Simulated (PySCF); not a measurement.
An unknown shows these calculated signals:

¹H NMR (400 MHz, computed): δ 8.43 (m, 1H), 4.38 (d, 3H).

¹³C{¹H} NMR (computed): δ 164.0 (CH), 157.8 (C), 141.8 (C), 131.9 (C).

Theory: GIAO PBE0/pcSseg-1 shieldings, structure optimised with GFN2-xTB, in PySCF (single conformer, no solvent model, rapidly exchanging positions averaged, non-relativistic).

Shifts are taken against calculated references (same method and geometry level): ¹H (σref 31.72), ¹³C (σref 186.93) vs TMS.

**Question.** Which of these does the molecule contain: a Si–CH3 group, an N-methyl group, a CF3 group, a Si–H bond, a methoxy group, a non-aromatic C=C double bond?

**Answer.** 
- A Si–CH3 group: no.
- An N-methyl group: no.
- A CF3 group: yes (δC 131.9).
- A Si–H bond: yes (δH 4.38 (d)).
- A methoxy group: no.
- A non-aromatic C=C double bond: yes.

The data belong to `InChI=1S/C4H4F4OSi/c5-3(9)2(1-10)4(6,7)8/h1H,10H3/b2-1-`; they needn't prove each group on their own.

Carbon signals by region: 1 in the far downfield region (above 160 ppm), 3 in the sp2 and nitrile region (100–160 ppm). Above 160 ppm: 164.0, β carbon of a C=C–C=O unit.

Splittings by ¹⁹F in the carbon and heteronuclear signals aren't shown, as no couplings were computed. Shifts are as computed. Against solution values, carbons near 30 ppm lie about +3 ppm off and those near 130 ppm about +5 ppm. Of 1211 compounds with measured shifts, 218 miss one by over three times the rms of a fit or turn the order of signals round; such compounds aren't used in these exercises. No couplings were computed; multiplicities are counted from neighbouring protons, with m where these are inequivalent, close in shift, in a saturated or five-membered ring or joined by F or P, and br s for small geminal =CH2 splittings.
